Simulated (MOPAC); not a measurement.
MOPAC input (PM3):

```
PM3 FORCE THERMO(298,298) PRECISE LET GEO-OK AUX(PRECISION=9) THREADS=1
C3H13NSi2

C     2.35791732 1    1.28060811 1   -0.67819095 1
Si    1.83552003 1   -0.48196924 1   -0.29520421 1
N     0.43491577 1   -0.57721175 1    0.78349859 1
Si   -1.11716263 1   -0.21677116 1    0.00737882 1
C    -2.49631534 1   -1.16426509 1    0.87273932 1
C    -1.52298071 1    1.62426999 1    0.03446211 1
H     1.52844699 1    1.86534167 1   -1.09122572 1
H     2.71078497 1    1.80362218 1    0.21585972 1
H     3.17072644 1    1.30475835 1   -1.41064074 1
H     3.00839410 1   -1.18094343 1    0.33515226 1
H     1.51705052 1   -1.18686093 1   -1.58575003 1
H     0.55531983 1   -0.31778775 1    1.73695356 1
H    -1.04146344 1   -0.66514810 1   -1.43149720 1
H    -3.46288851 1   -0.97402100 1    0.39633451 1
H    -2.31935934 1   -2.24343575 1    0.84038978 1
H    -2.58578210 1   -0.87608218 1    1.92432487 1
H    -1.61051571 1    2.00378179 1    1.05686685 1
H    -2.47153613 1    1.82734661 1   -0.47179721 1
H    -0.74878196 1    2.21212236 1   -0.46989431 1
```

From the output:

```
     H   19   5.589607

          HEAT OF FORMATION =     -69.343976 KCALS/MOLE

          ZERO POINT ENERGY      94.532 KCAL/MOL

           NORMAL COORDINATE ANALYSIS (Total motion = 1 Angstrom)

   Root No.       1         2         3         4         5         6         7         8

                 1 A       2 A       3 A       4 A       5 A       6 A       7 A       8 A

                  30.3      67.0      83.6      96.6     116.2     146.3     172.6     201.7

           1    0.0112   -0.0044    0.0004    0.0012   -0.0027    0.0030    0.0298    0.0000
           2   -0.0175    0.0442   -0.0088    0.0014    0.0157    0.0078    0.0585    0.0034
           3    0.0538    0.0372   -0.0068   -0.0047    0.0128    0.0014    0.0032   -0.0026
           4    0.0112   -0.0042    0.0004    0.0012   -0.0022    0.0030    0.0289    0.0001
           5    0.0041    0.0016    0.0012    0.0009    0.0039    0.0181   -0.0122   -0.0230
           6   -0.0185   -0.0079   -0.0050   -0.0018   -0.0025    0.0356    0.0056   -0.0016
           7   -0.0081    0.0356   -0.0091   -0.0007    0.0137   -0.0078    0.0040   -0.0022
           8    0.0124   -0.0150    0.0050    0.0017   -0.0025    0.0235   -0.0031   -0.0188
           9   -0.0118    0.0005    0.0006   -0.0003   -0.0070   -0.0478   -0.0029   -0.0186
          10   -0.0162    0.0058    0.0000   -0.0016    0.0033    0.0019   -0.0345    0.0016
          11   -0.0005   -0.0093    0.0005   -0.0012   -0.0065   -0.0050   -0.0077   -0.0101
          12   -0.0053   -0.0032    0.0031    0.0012   -0.0049   -0.0324   -0.0031   -0.0233
          13    0.0066   -0.0190    0.0038    0.0003   -0.0099    0.0063   -0.0100   -0.0395
          14   -0.0329    0.0195   -0.0031   -0.0039    0.0078   -0.0215   -0.0340    0.0335
          15    0.0305    0.0084   -0.0035    0.0057    0.0084    0.0291   -0.0412    0.0337
          16   -0.0004   -0.0126    0.0033   -0.0003   -0.0022   -0.0077   -0.0157    0.0394
          17    0.0313   -0.0348    0.0034    0.0011   -0.0161   -0.0312    0.0147    0.0411
          18   -0.0246   -0.0230    0.0137    0.0002   -0.0013    0.0007    0.0350    0.0292
          19    0.0376    0.0277   -0.0027    0.0015    0.0080   -0.0180    0.0568    0.0112
          20   -0.0206   -0.0060    0.0108    0.0547    0.1805   -0.0166    0.0817   -0.0032
          21    0.0686    0.0872   -0.0218   -0.0412   -0.0954    0.0080    0.0008    0.0075
          22   -0.0295   -0.0163   -0.0013    0.0021   -0.0099    0.0193    0.0524    0.0081
          23   -0.0235    0.1178   -0.0345   -0.0563   -0.1622    0.0294    0.0762    0.0274
          24    0.0690    0.0771   -0.0182   -0.0322   -0.0675    0.0042    0.0012    0.0051
          25    0.0259   -0.0247    0.0056    0.0003   -0.0070    0.0071   -0.0210   -0.0187
          26   -0.0219    0.0470   -0.0087    0.0071    0.0341    0.0034    0.0791    0.0094
          27    0.0709   -0.0246    0.0190    0.0592    0.2156   -0.0334    0.0061   -0.0207
          28   -0.0255   -0.0501    0.0062    0.0044   -0.0159    0.0240    0.0212   -0.0032
          29    0.0326    0.0087    0.0069   -0.0000   -0.0043   -0.0518   -0.0252   -0.0354
          30   -0.0495   -0.0293   -0.0063    0.0001   -0.0024    0.0862    0.0120    0.0051
          31    0.0649    0.0056    0.0031   -0.0008   -0.0001   -0.0087    0.0180   -0.0052
          32   -0.0134   -0.0277    0.0010    0.0024    0.0035    0.0895   -0.0036   -0.0137
          33   -0.0509   -0.0301   -0.0062    0.0001   -0.0032    0.0852    0.0145    0.0059
          34   -0.0163    0.0590   -0.0132   -0.0034    0.0199   -0.0689    0.0013   -0.0053
          35    0.0171   -0.0147    0.0083    0.0033   -0.0021    0.0170   -0.0082   -0.0288
          36   -0.0078   -0.0017    0.0031    0.0010   -0.0071   -0.0452   -0.0059   -0.0247
          37   -0.0552    0.0116    0.0025   -0.0028    0.0079    0.0035   -0.0365    0.0016
          38   -0.0123   -0.0034   -0.0003   -0.0020   -0.0105   -0.0367   -0.0096   -0.0186
          39   -0.0127    0.0016    0.0019    0.0005   -0.0089   -0.0600   -0.0043   -0.0306
          40    0.0017   -0.0568   -0.1116    0.0371   -0.0269   -0.0233    0.0249   -0.0989
          41   -0.0428    0.0443    0.1532   -0.0548    0.0096   -0.0356   -0.0175    0.0116
          42    0.0357   -0.0048   -0.0861    0.0326    0.0073    0.0365   -0.0500    0.0456
          43   -0.0031   -0.0069    0.0059   -0.0018   -0.0032    0.0033   -0.0239   -0.0116
          44   -0.0524    0.0345   -0.0352    0.0034    0.0181   -0.0324   -0.0577    0.0826
          45    0.0406    0.0499    0.2030   -0.0593    0.0206    0.0577   -0.0552    0.0556
          46    0.0359   -0.0102    0.1178   -0.0322   -0.0094    0.0459   -0.0097   -0.0507
          47   -0.0241   -0.0010   -0.1276    0.0367    0.0060   -0.0098   -0.0465    0.0506
          48    0.0380   -0.0123   -0.1319    0.0474    0.0066    0.0395   -0.0539    0.0512
          49    0.0231   -0.0383   -0.0297   -0.0882    0.0228   -0.0375   -0.0180    0.0497
          50    0.0320   -0.0684   -0.0352   -0.1221    0.0253   -0.0298    0.0299    0.0549
          51   -0.0277   -0.0538   -0.0210   -0.1139    0.0378    0.0072    0.0515    0.0418
          52   -0.0016   -0.0106    0.0372    0.0819   -0.0284    0.0018    0.0158    0.1012
          53    0.0341    0.0050    0.0525    0.1578   -0.0692   -0.0368   -0.0016    0.0344
          54   -0.0260   -0.0424   -0.0093   -0.0741    0.0240    0.0038    0.0443    0.0351
          55   -0.0124    0.0001    0.0049    0.0076   -0.0039    0.0031   -0.0295    0.0057
          56    0.0480   -0.0554   -0.0053   -0.0282   -0.0077   -0.0472    0.0322    0.0842
          57   -0.0326    0.0150    0.0789    0.1871   -0.0613    0.0143    0.0440    0.0563

   Root No.       9        10        11        12        13        14        15        16

                 9 A      10 A      11 A      12 A      13 A      14 A      15 A      16 A

                 248.4     276.8     453.4     490.5     590.2     621.6     637.0     658.0

           1   -0.0071   -0.0103    0.0058    0.0111    0.0048    0.1398   -0.0175   -0.0005
           2   -0.0086   -0.0340    0.0022    0.0028    0.0012    0.0028   -0.0004   -0.0001
           3    0.0001    0.0012    0.0108   -0.0048    0.0001   -0.0008   -0.0002    0.0020
           4   -0.0062   -0.0110    0.0018    0.0023   -0.0009   -0.0604    0.0081    0.0004
           5   -0.0182    0.0363   -0.0010    0.0089    0.0047    0.0141   -0.0001   -0.0002
           6   -0.0082    0.0056   -0.0243    0.0220   -0.0033   -0.0002    0.0001   -0.0030
           7    0.0223    0.0720   -0.0376   -0.0459    0.0013   -0.0086   -0.0023    0.0009
           8   -0.0269   -0.0035    0.0046    0.0072   -0.0010   -0.0233    0.0005   -0.0018
           9    0.0107   -0.0048    0.0073    0.0124    0.0240    0.0072    0.0015   -0.0021
          10   -0.0063   -0.0167    0.0022    0.0014   -0.0046    0.0079    0.0694   -0.0145
          11    0.0472   -0.0156   -0.0022   -0.0031    0.0340   -0.0085    0.0066   -0.0004
          12   -0.0292   -0.0041    0.0053   -0.0100   -0.0060   -0.0072   -0.0025    0.0027
          13    0.0335   -0.0193    0.0031   -0.0095   -0.0599    0.0012   -0.0705   -0.0022
          14   -0.0037   -0.0152    0.0031   -0.0069   -0.0424   -0.0014   -0.0691    0.0050
          15    0.0219   -0.0200    0.0014   -0.0027   -0.0068   -0.0016   -0.0105   -0.0027
          16   -0.0297    0.0066    0.0033    0.0172    0.0680   -0.0197   -0.0738    0.0036
          17   -0.0065    0.0153   -0.0036   -0.0111   -0.0350    0.0107    0.0546   -0.0068
          18    0.0351    0.0186   -0.0021   -0.0057   -0.0113    0.0017    0.0141    0.0024
          19   -0.0001   -0.0452    0.0648   -0.0325    0.0286    0.1090   -0.0097   -0.0335
          20   -0.0054   -0.0682    0.0015    0.0065   -0.0005   -0.0117    0.0019   -0.0011
          21    0.0012    0.0072    0.0416   -0.0292    0.0140    0.0029    0.0010   -0.0147
          22   -0.0114   -0.0360   -0.0505    0.0603   -0.0283    0.0834   -0.0128    0.0339
          23   -0.0102   -0.0499    0.0106    0.0015   -0.0015   -0.0135    0.0023   -0.0005
          24    0.0014    0.0056    0.0411   -0.0288    0.0144    0.0101    0.0001   -0.0148
          25   -0.0088    0.0517    0.0036    0.0055    0.0106    0.1424   -0.0177   -0.0015
          26   -0.0076   -0.0602    0.0050    0.0035   -0.0001   -0.0052    0.0008   -0.0011
          27    0.0054   -0.0102    0.0341   -0.0248    0.0157    0.0078    0.0001   -0.0161
          28   -0.0162   -0.0083    0.1252   -0.0718    0.0676   -0.0391    0.0188   -0.0812
          29   -0.0013    0.0025   -0.1351    0.1159    0.0311    0.0209    0.0111   -0.0607
          30   -0.0226    0.0262    0.1114   -0.0772    0.0068   -0.0012   -0.0026    0.0048
          31   -0.0148   -0.0269   -0.1128    0.0990   -0.0666   -0.1043    0.0117    0.0772
          32   -0.0456    0.0456    0.1451   -0.0785   -0.0165   -0.0220    0.0026    0.0602
          33   -0.0220    0.0207    0.1221   -0.0749    0.0101   -0.0016    0.0001    0.0051
          34    0.1179    0.1597    0.2318    0.2580   -0.0684   -0.0526    0.0351    0.0309
          35   -0.0607   -0.0074   -0.0170   -0.0488    0.0044   -0.0157   -0.0047    0.0073
          36   -0.0211   -0.0150   -0.0299   -0.0505    0.0322    0.0151   -0.0052    0.0015
          37   -0.0140   -0.0362   -0.0039   -0.0161    0.0102    0.0412    0.1528    0.2618
          38    0.0560   -0.0224   -0.0076   -0.0423    0.0804    0.0421    0.0171    0.0672
          39   -0.0146   -0.0086    0.0021   -0.0423    0.0404    0.0361   -0.0008    0.0382
          40    0.0327   -0.0042   -0.0004   -0.0180   -0.0466   -0.0214   -0.0958   -0.0030
          41   -0.0333   -0.0031    0.0033   -0.0077   -0.0514   -0.0181   -0.0726   -0.0341
          42    0.0375   -0.0267    0.0013   -0.0019    0.0014    0.0078   -0.0017    0.0183
          43    0.0102   -0.0189    0.0061   -0.0024   -0.0681    0.0059   -0.0331   -0.0342
          44   -0.0495   -0.0130    0.0094    0.0057   -0.0657    0.0049   -0.0138   -0.0599
          45    0.0331   -0.0301    0.0017    0.0003    0.0012    0.0107    0.0102    0.0168
          46    0.0935   -0.0338   -0.0033   -0.0154   -0.0116    0.0142   -0.0580    0.0805
          47    0.0202   -0.0240    0.0027   -0.0044   -0.0229    0.0118   -0.0420    0.0333
          48    0.0444   -0.0290    0.0013   -0.0008    0.0080    0.0120    0.0095    0.0266
          49   -0.0986    0.0096    0.0064    0.0145    0.0262   -0.0162   -0.0652    0.0750
          50    0.0107    0.0221   -0.0079   -0.0122   -0.0236    0.0129    0.0313   -0.0177
          51    0.0658    0.0256   -0.0072   -0.0071    0.0040    0.0051   -0.0052   -0.0247
          52   -0.0086    0.0468   -0.0067    0.0145    0.0559   -0.0055   -0.1008   -0.0014
          53   -0.0398    0.0129    0.0004   -0.0090   -0.0430    0.0045    0.0528    0.0258
          54    0.0526    0.0218   -0.0046   -0.0065   -0.0042    0.0042    0.0074   -0.0138
          55   -0.0025   -0.0132    0.0064    0.0173    0.0742   -0.0207   -0.0277   -0.0339
          56   -0.0448    0.0400   -0.0075   -0.0122   -0.0493    0.0138    0.0031    0.0455
          57    0.0532    0.0394   -0.0070   -0.0057   -0.0055    0.0047   -0.0086   -0.0108

   Root No.      17        18        19        20        21        22        23        24

                17 A      18 A      19 A      20 A      21 A      22 A      23 A      24 A

                 662.9     703.9     741.7     808.2     819.8     847.9     853.1     854.4

           1   -0.0088   -0.0123    0.0050    0.0011   -0.0033   -0.0009   -0.0020    0.0004
           2    0.0007    0.0010   -0.0187   -0.0043    0.0129    0.0192    0.0251   -0.0002
           3   -0.0040   -0.0006    0.0004   -0.0021    0.0052   -0.0039   -0.0055    0.0036
           4    0.0054    0.0069   -0.0226   -0.0007    0.0048    0.0017   -0.0075   -0.0007
           5    0.0047    0.0118   -0.0057   -0.0040    0.0088   -0.0071    0.0047    0.0003
           6    0.0072    0.0022   -0.0004    0.0024   -0.0073    0.0011    0.0011   -0.0011
           7   -0.0009   -0.0120    0.0135   -0.0025   -0.0084   -0.0034   -0.0048    0.0002
           8   -0.0001   -0.0105   -0.0020    0.0100   -0.0217   -0.0163   -0.0080    0.0003
```
